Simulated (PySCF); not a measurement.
## How methods differ on the ionisation energy of V²⁺

V²⁺ [Ar] 3d3 (4F) → V³⁺ [Ar] 3d2 (3F), as a difference of total energies. Computed with PySCF 2.14 in x2c-QZVPPall with one added diffuse shell each of s, p, d, f, g type (12s8p6d4f3g, 121 functions), with the spin-free X2C one-electron Hamiltonian (Gaussian nucleus). Correlated levels: valence: [Ar] frozen; valence and next inner shell: [Ne] frozen. The calculations carry no spin-orbit coupling.

```
                                method  ionisation energy (eV)
                                   UHF                  28.173
                                   LDA                  30.091
                                   PBE                  29.843
                                  PBE0                  29.663
                                r2SCAN                  29.779
                                  BLYP                  29.730
                                B2PLYP                  29.248
                               LC-wPBE                  29.762
                         MP2 (valence)                  28.570
                     SCS-MP2 (valence)                  28.305
    MP2 (valence and next inner shell)                  29.199
SCS-MP2 (valence and next inner shell)                  28.916
```

A first-order spin-orbit estimate (lowest level to lowest level, LS coupling) adds -0.009 eV.

Errors of the correlated levels include the incompleteness of this basis and the frozen core.

Task: Which method comes closest to the reference value, and which is furthest?

Result: The reference is 29.311 eV (measured; NIST Atomic Spectra Database, ionization energies). Closest: B2PLYP (error -0.071 eV); furthest: UHF (error -1.147 eV), both after the spin-orbit estimate.
